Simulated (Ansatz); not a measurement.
Cost and result for the atomization energy of C2H4BrFSi, SMILES `FC1(Br)C[SiH2]1` (9 atoms, 9 bonds).

| atom | x (Å) | y (Å) | z (Å) |
| --- | --- | --- | --- |
| F1 | 0.433 | 1.686 | -1.026 |
| C2 | 0.314 | 0.368 | -0.730 |
| Br3 | 0.768 | -0.715 | -2.257 |
| C4 | -0.970 | -0.018 | -0.018 |
| Si5 | 0.580 | -0.308 | 0.986 |
| H6 | -1.552 | -0.830 | -0.437 |
| H7 | -1.569 | 0.844 | 0.267 |
| H8 | 0.865 | 0.641 | 2.080 |
| H9 | 1.131 | -1.668 | 1.135 |

Charge 0, multiplicity 1. Correlated methods include outer-core shells of Br, which these sets cover unevenly. Scalar relativity is left out up to krypton. All single points use the PBE0-D4/def2-TZVP geometry. Program: Ansatz. All runs use 4 threads of an Arm Neoverse V2 on a shared host. Times are those of one run each, without the atoms' runs, and a repeat can differ threefold. Electronic energies, without spin–orbit coupling; frozen cores. CCSD(T)/CBS adds CCSD(T) − MP2 in def2-TZVPP to the MP2 limit, and its time is that of the two runs behind it. T1 = 0.011. With those shells the extrapolation isn't a true limit. B3LYP takes the VWN-RPA correlation (the form of Gaussian; ORCA's B3LYP/G).

CCSD(T)/CBS is a level of theory with its own doubt, some kJ/mol a heavy atom from the limit and from the frozen cores, so smaller differences don't rank the functionals.

```csv
level,functions,wall time
PBE-D4/def2-TZVPP (with forces),239,2.2 s
PBE0-D4/def2-TZVPP,239,3 s
r2SCAN-D4/def2-TZVPP (with forces),239,4.2 s
B3LYP-D4/def2-TZVPP (with forces),239,4.7 s
B2PLYP/def2-TZVPP,239,5.5 s
ωB97X-V/def2-TZVPP,239,8 s
ωB97M-V/def2-TZVPP (with forces),239,11 s
MP2/def2-QZVPP,450,19 s
CCSD(T)/def2-TZVPP,239,2.8 min
CCSD(T)/CBS(def2),–,3.1 min
```

Question: What atomization energy does each give, and how far from CCSD(T)/CBS? (An estimate is asked.)

Answer: Ansatz gave: 
```
                             level  atomization (kJ/mol)  difference from CCSD(T)/CBS  per bond
   PBE-D4/def2-TZVPP (with forces)                3175.6                         93.0      10.3
                PBE0-D4/def2-TZVPP                3103.6                         21.0       2.3
r2SCAN-D4/def2-TZVPP (with forces)                3106.4                         23.8       2.6
 B3LYP-D4/def2-TZVPP (with forces)                3065.7                        -16.9      -1.9
                 B2PLYP/def2-TZVPP                3033.7                        -48.9      -5.4
                ωB97X-V/def2-TZVPP                3096.5                         13.9       1.5
  ωB97M-V/def2-TZVPP (with forces)                3087.9                          5.3       0.6
                    MP2/def2-QZVPP                3120.1                         37.5       4.2
                CCSD(T)/def2-TZVPP                2989.4                        -93.2     -10.4
                 CCSD(T)/CBS(def2)                3082.6                          0.0       0.0
```

In def2-TZVPP, CCSD(T) changes the Hartree–Fock value by +833.2 kJ/mol (the triples alone add +60.7 kJ/mol) and MP2 by +909.0 kJ/mol; breaking electron pairs costs correlation energy, which Hartree–Fock lacks. The D4 term adds +36.1 kJ/mol with B3LYP and +18.6 kJ/mol with PBE0; it sums over pairs of atoms, weighted by their polarisabilities, and B3LYP, whose exchange is more repulsive, gets the larger term. From PBE to PBE0 (25 % exact exchange), in def2-TZVPP and without D4, the atomization energy moves by −68.6 kJ/mol: exact exchange takes away binding that semilocal exchange gives to molecules.
